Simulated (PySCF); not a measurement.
Species: 4-chlorobenzoic acid, C7H5ClO2.
Numbering: `[O:1]=[C:2]([OH:3])[c:4]1[cH:5][cH:6][c:7]([Cl:8])[cH:9][cH:10]1` (hydrogens: H11 on O3; H12 on C5; H13 on C6; H14 on C9; H15 on C10)

Cartesian coordinates in Å at the GFN2-xTB level; atoms count from 1:
```xyz
15
C7H5ClO2 angstrom
O      2.895    0.620   -0.479
C      2.120   -0.051    0.156
O      2.534   -0.942    1.070
C      0.649    0.013    0.019
C     -0.194   -0.791    0.783
C     -1.563   -0.703    0.627
C     -2.089    0.191   -0.296
Cl    -3.799    0.299   -0.492
C     -1.261    0.998   -1.065
C      0.106    0.906   -0.904
H      3.503   -0.937    1.113
H      0.229   -1.481    1.496
H     -2.224   -1.321    1.213
H     -1.687    1.687   -1.777
H      0.777    1.518   -1.487
```

Computed, not measured: PBE0/pcSseg-1 in PySCF (dipole) on a GFN2-xTB geometry, gas phase.

Take the most abundant isotopes and a rigid rotor. The values belong to one conformer with, in the numbering `[O:1]=[C:2]([OH:3])[c:4]1[cH:5][cH:6][c:7]([Cl:8])[cH:9][cH:10]1`, O1–C2–O3–H 0°, O1–C2–C4–C5 180°.

Give the principal moments of inertia and the rotational constants in GHz.

Ia = 129.23, Ib = 904.53, Ic = 1033.75 u·Å²; 505379 MHz·u·Å²/I gives 3911, 558.7 and 488.9 MHz, that is A = 3.9108, B = 0.5587, C = 0.4889 GHz.

Classify the top.

A near-prolate asymmetric top; Ray's κ = -0.959.

Is it planar, by Δ = Ic − Ia − Ib?

Planar: Δ = Ic − Ia − Ib = 0.00 u·Å². For a rigid frame Δ = −2 Σ m c², so it vanishes when all atoms lie in the ab plane; here none is more than 0.01 Å from it.

Where do the levels up to J = 4 lie, in MHz?

Above 0(0,0):
J = 1: 1(0,1) 1048, 1(1,1) 4400, 1(1,0) 4469
J = 2: 2(0,2) 3142, 2(1,2) 6425, 2(1,1) 6635, 2(2,1) 16691, 2(2,0) 16692
J = 3: 3(0,3) 6280, 3(1,3) 9462, 3(1,2) 9881, 3(2,2) 19833, 3(2,1) 19839, 3(3,1) 36769, 3(3,0) 36769
J = 4: 4(0,4) 10460, 4(1,4) 13511, 4(1,3) 14209, 4(2,3) 24023, 4(2,2) 24039, 4(3,2) 40961, 4(3,1) 40962, 4(4,1) 64668, 4(4,0) 64668
Those of J = 1 are B + C, A + C and A + B.

Predict some low-J microwave lines.

The dipole components are |μa| = 0.25 D, |μb| = 1.49 D, |μc| = 0.00 D; the mirror of this Cs structure is the ab plane, so μc vanishes by symmetry and there are no c-type lines. The squared components, which scale the intensities, stand as 0.03 : 1.00 (a : b). Some lines, for components of 0.1 D or more:

```csv
type,branch,"J(Ka,Kc)",MHz,lower level (cm⁻¹)
a,Q,"3(1,2) ← 3(1,3)",419,0.316
a,R,"1(0,1) ← 0(0,0)",1048,0.000
a,R,"2(1,2) ← 1(1,1)",2025,0.147
a,R,"2(0,2) ← 1(0,1)",2094,0.035
a,R,"2(1,1) ← 1(1,0)",2165,0.149
a,R,"3(1,3) ← 2(1,2)",3037,0.214
a,R,"3(0,3) ← 2(0,2)",3138,0.105
a,R,"3(2,1) ← 2(2,0)",3147,0.557
b,Q,"1(1,0) ← 1(0,1)",3422,0.035
b,Q,"2(1,1) ← 2(0,2)",3493,0.105
b,Q,"3(1,2) ← 3(0,3)",3601,0.209
b,R,"1(1,1) ← 0(0,0)",4400,0.000
b,R,"2(1,2) ← 1(0,1)",5377,0.035
b,R,"3(1,3) ← 2(0,2)",6321,0.105
b,Q,"3(2,1) ← 3(1,2)",9957,0.330
b,Q,"2(2,0) ← 2(1,1)",10057,0.221
b,Q,"2(2,1) ← 2(1,2)",10266,0.214
b,Q,"3(2,2) ← 3(1,3)",10371,0.316
b,R,"2(2,1) ← 1(1,0)",12221,0.149
b,R,"2(2,0) ← 1(1,1)",12292,0.147
b,R,"3(2,2) ← 2(1,1)",13199,0.221
b,R,"3(2,1) ← 2(1,2)",13414,0.214
b,Q,"3(3,0) ← 3(2,1)",16930,0.662
b,R,"3(3,1) ← 2(2,0)",20077,0.557
b,R,"3(3,0) ← 2(2,1)",20078,0.557
```

Estimate the classical rotational partition function at 25 K, 50 K and 100 K.

Point group Cs, symmetry number σ = 1; q = (√π/σ)·√((kT/h)³/(ABC)), k/h = 20836.6 MHz/K: 20400 at 25 K, 57700 at 50 K, 163000 at 100 K.

Stationary, but not proved a minimum. Constants of a rigid frame at the computed geometry: no zero-point averaging, no centrifugal distortion. Quadrupole hyperfine structure (35Cl) is left out.
